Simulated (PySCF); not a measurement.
The dipole of `C#C[C@H](CC)[Si](F)(P)P` from its density and from atomic charges.

Coordinates (GFN2-xTB, Å) and charges (e) from the PBE0/pcSseg-1 density (PySCF):

| atom | x | y | z | Mulliken | IAO | Hirshfeld | ESP-fitted |
| --- | --- | --- | --- | --- | --- | --- | --- |
| C1 | -1.650 | 1.235 | 1.716 | -0.3951 | -0.2656 | -0.1191 | -0.4993 |
| C2 | -1.010 | 0.921 | 0.753 | +0.2827 | -0.0329 | -0.0386 | -0.0505 |
| C3 | -0.198 | 0.528 | -0.373 | -0.5431 | -0.3948 | -0.1003 | -0.0862 |
| C4 | -0.808 | -0.672 | -1.109 | -0.2648 | -0.2365 | -0.0619 | +0.1414 |
| C5 | -2.177 | -0.348 | -1.692 | -0.2427 | -0.4165 | -0.1162 | -0.4403 |
| Si6 | 1.596 | 0.131 | 0.212 | +0.8804 | +0.9799 | +0.3557 | +0.6236 |
| F7 | 2.465 | 0.303 | -1.163 | -0.4177 | -0.5415 | -0.2161 | -0.3531 |
| P8 | 1.668 | -2.028 | 0.885 | -0.2354 | -0.1096 | -0.0080 | -0.4212 |
| P9 | 2.462 | 1.664 | 1.617 | -0.2217 | -0.0931 | -0.0135 | -0.3573 |
| H10 | -2.239 | 1.515 | 2.537 | +0.0392 | +0.2010 | +0.0906 | +0.3295 |
| H11 | -0.140 | 1.376 | -1.065 | +0.1791 | +0.1719 | +0.0539 | +0.1339 |
| H12 | -0.895 | -1.509 | -0.409 | +0.1494 | +0.1363 | +0.0314 | +0.0466 |
| H13 | -0.132 | -0.972 | -1.913 | +0.1348 | +0.1360 | +0.0404 | +0.0177 |
| H14 | -2.100 | 0.453 | -2.425 | +0.1096 | +0.1379 | +0.0409 | +0.1017 |
| H15 | -2.599 | -1.222 | -2.182 | +0.1186 | +0.1447 | +0.0444 | +0.1113 |
| H16 | -2.857 | -0.029 | -0.905 | +0.1331 | +0.1486 | +0.0360 | +0.1443 |
| H17 | 2.992 | -1.956 | 1.286 | +0.0742 | +0.0041 | -0.0053 | +0.1587 |
| H18 | 2.016 | -2.487 | -0.374 | +0.0793 | +0.0125 | -0.0006 | +0.1277 |
| H19 | 2.361 | 0.846 | 2.730 | +0.0580 | +0.0015 | -0.0076 | +0.1205 |
| H20 | 1.241 | 2.261 | 1.869 | +0.0822 | +0.0159 | -0.0061 | +0.1509 |

Problem. Form Σ q r in debye for every column and set it beside the full dipole.

Solution. The full density gives (-1.17, -0.51, 0.48) D, 1.36 D in size; dipole vectors point from the negative to the positive end.

```
    scheme     μx     μy     μz  size (D)  share of the full size (%)  angle to the full dipole (°)
  Mulliken   0.44  -1.98  -0.62      2.12                         155                            86
       IAO  -0.86  -0.71   2.33      2.58                         189                            45
 Hirshfeld  -0.21  -0.48   0.88      1.02                          75                            49
ESP-fitted  -1.12  -0.47   0.51      1.32                          96                             2
```

Problem. Which set comes closest?

Solution. Length of the difference vector: ESP-fitted 0.07 D, Hirshfeld 1.04 D, IAO 1.89 D, Mulliken 2.44 D. Closest: ESP-fitted. The schemes that divide the density aren't constrained to reproduce the dipole.

Problem. What is left for the Hirshfeld atoms' own dipoles?

Solution. The shares of the density sum to the whole, so what Σ q r misses lies in dipoles about the nuclei. The atomic dipoles sum to (-1.17, -0.51, 0.48) − (-0.21, -0.48, 0.88) = (-0.96, -0.03, -0.40) D, 1.04 D in size.

Problem. With the origin at the mean of the coordinates, (0.000, 0.001, 0.000) Å, which are the largest single terms, by size, of the ESP-fitted dipole along the direction of the full one?

Solution. F7 +4.48, Si6 -4.03, C1 -3.75, P9 +3.71, H10 +3.57 D; all 20 atoms together +1.31 D. The single terms depend on the origin, their sum doesn't.

Problem. Give the size of the full dipole in other units.

Solution. 1.36 D = 0.537 au = 0.284 e·Å = 4.55 × 10⁻³⁰ C·m.

Isolated species at its GFN2-xTB geometry (one conformer only).

The values belong to the conformer `[CH:1]#[C:2][C@H:3]([CH2:4][CH3:5])[Si:6]([F:7])([PH2:8])[PH2:9]`: C2–C3–C4–C5 62°, C2–C3–Si6–F7 -158°, H–P8–Si6–C3 -177°, H–P8–Si6–C3 91°, H–P9–Si6–C3 107°, H–P9–Si6–C3 14°.
